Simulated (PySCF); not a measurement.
C5H8O, SMILES C1CCCC1=O.

Geometry optimised at B3LYP-D3(BJ)/def2-SVP. The values are those of a single conformer.

Computed with HF/def2-TZVP run with PySCF.

Symmetry labels are those of the subgroup C2 that the program uses (full group C2).

Computed valence orbital energies around the gap with their symmetry:
| orbital | symmetry | energy (eV) |
|---|---|---|
| HOMO−7 | A | -16.06 |
| HOMO−6 | B | -15.37 |
| HOMO−5 | A | -15.19 |
| HOMO−4 | B | -13.80 |
| HOMO−3 | A | -13.39 |
| HOMO−2 | A | -13.06 |
| HOMO−1 | B | -12.96 |
| HOMO | B | -10.74 |
| LUMO | A | 3.40 |
| LUMO+1 | B | 3.57 |
| LUMO+2 | B | 4.57 |
| LUMO+3 | A | 4.68 |
